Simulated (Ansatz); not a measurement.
Basis-set extrapolation for C₂H₇BO₂S (`CB(O)SCO`) (PBE0-D4/def2-TZVP geometry, frozen core, the Gaussian-basis code of Ansatz). Multiplicity 1, RHF reference.

|  | def2-TZVPP | def2-QZVPP |
| --- | --- | --- |
| HF | -651.953293 | -651.976404 |
| MP2 correlation | -1.104416 | -1.188293 |
| CCSD(T) correlation | -1.195972 | not run |

Energies in hartree. Use E(X) = E(∞) + A·exp(−7.88·√X) for Hartree–Fock and E(X) = E(∞) + B·X^(−2.97) for correlation, with X = 3 and 4, and add CCSD(T) minus MP2 of the smaller set to the MP2 limit.

What is the CCSD(T) energy at the basis-set limit?

HF limit: -651.976404 + (-0.023111) × 0.13774 = -651.97959. MP2 limit: -1.188293 + (-0.083877) × 0.74074 = -1.25042. Higher-order term: -1.195972 − (-1.104416) = -0.09156. Total: -653.32157 hartree, 108.1 kcal/mol below CCSD(T)/def2-TZVPP.
